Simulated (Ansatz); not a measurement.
Consider the hydrogen abstraction from the O–H bond: `[OH][Al]([F])[Cl]` + Cl• → `[O][Al]([F])[Cl]`• + HCl.

Computed with Ansatz on PBE0-D4/def2-TZVP structures; ΔE is electronic, products minus reactants. CBS: MP2 limit from def2 TZ/QZ plus the TZ coupled-cluster correction, frozen cores. This one scheme is used for every species, atoms too. Functionals use def2-TZVPP. Open shells (•) are unrestricted, without spin–orbit coupling. Spin–orbit coupling would lower the free atoms: a little for Cl. Each species was taken in one conformer, which may not be the lowest.

```tsv
level	ΔE (eV)
BHLYP-D4	0.90
r2SCANh	0.86
r2SCAN0	0.86
CCSD/CBS(def2)	1.02
```

What does CCSD(T)/CBS give? (An estimate is asked.)

Ansatz gave: +1.03 eV. The listed levels differ from it by -0.13, -0.17, -0.17, -0.01 eV.

What do rigid-rotor, harmonic-oscillator terms from PBE0-D4/def2-TZVP frequencies (298.15 K, 1 bar) make of the CCSD(T)/CBS value? (An estimate is asked.)

The calculation gave: ΔZPE = -0.13 eV, ΔH = +0.92 eV, ΔS = 19 J/(mol·K), ΔG = +0.86 eV. Open shells count their whole term as degenerate.

Largest T1 diagnostic among the species: 0.013.

In def2-TZVPP, CCSD(T) changes the Hartree–Fock value by +0.30 eV (the triples alone add +0.01 eV) and MP2 by +0.48 eV. Leaving LDA and LC-ωPBE aside and taking each functional with its dispersion term where it has one, the values, not all of them listed here, spread over 0.25 eV, from B97M-V to B2PLYP. LDA lies +0.16 eV from PBE without D4.

CCSD(T)/CBS has its own doubt, a few kJ/mol and more with outer-core shells, so smaller differences from it don't rank the levels.
